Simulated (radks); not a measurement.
The nuclear charge of neutral cobalt is varied continuously with 27 electrons held in [Ar] 3d7 4s2. Method: non-relativistic Kohn-Sham, BLYP, spin-polarised, spherical densities, point nucleus; open shells are filled with parallel spins first; computed with a radial shooting solver on a logarithmic mesh with Libxc functionals. By the Hellmann-Feynman theorem dE/dZ = E(electron-nucleus)/Z, the electronic potential at the nucleus.

| Z | E (hartree) | E(electron-nucleus)/Z (hartree) | HOMO | e(HOMO) (eV) | <r> HOMO (bohr) |
|---|---|---|---|---|---|
| 26.75 | -1352.48104 | -120.541 | 4s | -3.157 | 3.193 |
| 27 | -1382.80338 | -122.037 | 4s | -5.063 | 2.995 |
| 27.25 | -1413.49895 | -123.527 | 4s | -7.162 | 2.832 |
| 27.5 | -1444.56651 | -125.013 | 4s | -9.438 | 2.694 |
| 27.75 | -1476.00505 | -126.495 | 4s | -11.882 | 2.574 |
| 28 | -1507.81372 | -127.974 | 4s | -14.483 | 2.469 |

The central difference of E at Z = 27 is -122.036 hartree, to compare with the third column; the second derivative is -5.97 hartree.
